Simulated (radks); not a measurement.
Spherical quantum dot in the effective-mass picture: electrons in a hard-walled sphere of radius 2.36, with a point charge +1 (a donor) at the centre, all in effective atomic units (hartree* = m*/eps^2 hartree, bohr* = eps/m* bohr), one dielectric constant everywhere. Calculated with a radial shooting solver with Libxc functionals: non-relativistic Kohn-Sham, LDA (Slater exchange, Perdew-Wang correlation), spin-polarised, spherical densities. Levels are named by radial order and angular momentum (1s, 1p, 1d, 2s, ...), and open shells are averaged over m.

N = 13, configuration 1s2 1p6 1d(up 5, down 0). This is the lowest configuration that the search found. Occupied and some empty levels:

level,occupation,eigenvalue (hartree*),<r> (bohr*)
1s up,1,7.3980,1.294
1s down,1,7.5195,1.273
1p up,3,8.1586,1.506
1p down,3,8.3065,1.500
1d up,5,9.1562,1.606
1d down,0,9.3121,1.605
2s up,0,9.6753,1.072
2s down,0,9.7494,1.084
1f up,0,10.418,1.676
1f down,0,10.577,1.676
2p up,0,11.775,1.228
2p down,0,11.867,1.227

Energy (hartree*): total 61.9139, kinetic 28.551, external -9.5109, Hartree 50.595, exchange-correlation -7.7210.
